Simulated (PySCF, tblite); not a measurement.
Isomers of C5H9ClSi2. Method: GFN2-xTB as coded in tblite; computed harmonic values from a numerical Hessian at the method's own geometry, unscaled. The method is semi-empirical: single wavenumbers can be off by several per cent or more. Modes of hydrogen on silicon can be 10 to 20 % off. One conformer each.

Electronic energies: PBE0/pcSseg-1 single points on the GFN2-xTB geometries (PySCF, gas phase).

```
                   SMILES  electronic energy, lowest = 0 (kJ/mol)
 CC1=C[SiH2]C=C[Si@@H]1Cl                                     0.0
  [SiH3]C[Si]1(Cl)C=CC=C1                                     1.4
[SiH3]CC1=CC=C(Cl)[SiH2]1                                   191.3
```

Question: How do GFN2-xTB zero-point energies change the relative energies?

Answer: 
```csv
SMILES,ZPE (kJ/mol),of it from modes above 1550 cm⁻¹,electronic (kJ/mol),"with ZPE, lowest = 0 (kJ/mol)",lowest mode (cm⁻¹),rings
CC1=C[SiH2]C=C[Si@@H]1Cl,307.6,166.5,0.0,0.0,19,1
[SiH3]C[Si]1(Cl)C=CC=C1,306.9,169.2,1.4,0.7,33,1
[SiH3]CC1=CC=C(Cl)[SiH2]1,293.9,149.8,191.3,177.7,45,1
```

The zero-point energies span 13.7 kJ/mol, from `[SiH3]CC1=CC=C(Cl)[SiH2]1` to `CC1=C[SiH2]C=C[Si@@H]1Cl`. The order is unchanged.

Question: And how do the electronic energies of GFN2-xTB itself compare?

Answer: `CC1=C[SiH2]C=C[Si@@H]1Cl` 0.0; `[SiH3]C[Si]1(Cl)C=CC=C1` 16.3; `[SiH3]CC1=CC=C(Cl)[SiH2]1` 62.6 kJ/mol, lowest = 0. Against the energies above, taken from the same isomer `CC1=C[SiH2]C=C[Si@@H]1Cl`, the largest difference is 128.7 kJ/mol.
